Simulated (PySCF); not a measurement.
AlOBr, SMILES [O]=[Al][Br].

Geometry optimised at r2SCAN-D4/def2-TZVP.

Method: PBE/def2-TZVPD (PySCF).

**Question.** Estimate the frontier levels, gap, dipole moment and polarisability. (Estimate from the structure and the level; the computed values follow.)

**Answer.** 
highest occupied level: -6.55 eV
lowest empty level: -3.55 eV
orbital gap: 3.01 eV
dipole moment: 4.08 D
quadrupole, principal values (traceless, Buckingham form, about the centre of nuclear charge): -17.88, 8.94, 8.94 D·Å
mean static polarisability: 56.0 bohr³ (8.30 Å³)
polarisability, principal values: 46.2, 46.2, 75.8 bohr³
